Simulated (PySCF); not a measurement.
[TaH4]+ at several levels of theory

Computed with PySCF 2.14.0 (density fitting, no spin-orbit coupling) at the geometry relaxed with r2SCAN:

```xyz
5
[TaH4]+ (singlet)
Ta   -0.0816    0.0590   -0.7495
H     1.4797   -0.0566   -0.0575
H     0.1040    1.3214    0.3907
H    -1.3127   -0.0890    0.4305
H     0.0564   -1.4805   -0.0143
```

```json
{"level": "r2SCAN", "basis": "Ta def2-SVP with ECP60, H def2-SVP", "state": "singlet", "HOMO (eV)": "-13.81", "gap (eV)": "3.55", "charge on Ta1 (e)": "1.16", "dipole about the centre of mass (D)": "3.68", "largest force component (eV/Å)": "0.02"}
{"level": "TPSS", "basis": "the same", "state": "singlet", "HOMO (eV)": "-13.71", "gap (eV)": "3.33", "charge on Ta1 (e)": "1.16", "dipole about the centre of mass (D)": "3.73", "largest force component (eV/Å)": "0.24"}
{"level": "B3LYP", "basis": "the same", "state": "singlet", "HOMO (eV)": "-14.59", "gap (eV)": "4.88", "charge on Ta1 (e)": "1.11", "dipole about the centre of mass (D)": "3.65", "largest force component (eV/Å)": "0.07"}
{"level": "M06-L", "basis": "the same", "state": "singlet", "HOMO (eV)": "-13.74", "gap (eV)": "3.94", "charge on Ta1 (e)": "1.40", "dipole about the centre of mass (D)": "3.89", "largest force component (eV/Å)": "0.08"}
{"level": "CAM-B3LYP", "basis": "the same", "state": "singlet", "HOMO (eV)": "-16.12", "gap (eV)": "7.93", "charge on Ta1 (e)": "1.16", "dipole about the centre of mass (D)": "3.92", "largest force component (eV/Å)": "0.26"}
{"level": "r2SCAN", "basis": "Ta def2-TZVP with ECP60, H def2-TZVP", "state": "singlet", "HOMO (eV)": "-13.76", "gap (eV)": "3.50", "charge on Ta1 (e)": "0.67", "dipole about the centre of mass (D)": "3.77", "largest force component (eV/Å)": "0.13"}
```

Charges are Mulliken's, which hang on the basis. The relaxation used the grid (50, 194), these runs (75, 302) or, all-electron (x2c bases, spin-free X2C Hamiltonian), (99, 590).

Task: What does r2SCAN with Ta x2c-SVPall, H x2c-SVPall give here?

Result: state singlet, HOMO (eV) -14.06, gap (eV) 3.46, charge on Ta1 (e) 0.66, dipole about the centre of mass (D) 3.44, largest force component (eV/Å) 1.15. Time: 16 s on 2 threads of Arm Neoverse V1 (shared host), from free ions and atoms.

In the first row's basis the gap widens with exact exchange: 3.3 to 3.9 eV for TPSS, r2SCAN, M06-L (none); 4.9 eV for B3LYP (a fixed share); 7.9 eV for CAM-B3LYP (rising or full at long range).

No frequency check is given that shows the relaxed geometry to be a minimum.
